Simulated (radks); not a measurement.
Problem. Radial electron density D(r) = 4 pi r^2 rho(r) of an atom or ion with 16 electrons. Method: Dirac Kohn-Sham, PW91, spin-unpolarised, spherical densities, finite nucleus; Fermi nuclear charge, rms radius of each element as measured or else 0.836 A^(1/3) + 0.57 fm; computed with a radial shooting solver on a logarithmic mesh with Libxc functionals.

r (bohr)  D(r) (e/bohr)
0.005056          1.268
0.006531          1.990
0.008505          3.114
0.01099           4.706
0.01419           6.919
0.01848           9.922
0.02387           13.44
0.03108           17.30
0.04015           20.49
0.05186           22.17
0.06753           21.55
0.08724           18.99
0.1136            16.27
0.1467            16.07
0.1895            18.98
0.2468            22.37
0.3188            21.60
0.4118            15.68
0.5363            8.395
0.6927            5.088
0.902             5.445
1.165             5.559
1.505             3.707
1.96              1.440
2.532            0.3327
3.27            0.04453
4.258          0.002891
5.501         0.0001162

What is the nuclear charge?

Solution. Z = 19. The innermost maximum, from 1s, lies near gamma/Z bohr with gamma = sqrt(1 - (Z/c)^2) = 0.990, here 0.0521 bohr (found: 0.0553), and its height grows with Z. The density is that of the potassium ion K3+ in [Ne] 3s1.75 3p4 3d0.25; the configuration itself is not fixed sharply by these data, and Z only to about a unit. D(r) has 3 maxima, at r = 0.0553, 0.272, 1.05 bohr, and minima at 0.131, 0.744 bohr, inside which lie 2.16, 10.41 electrons.
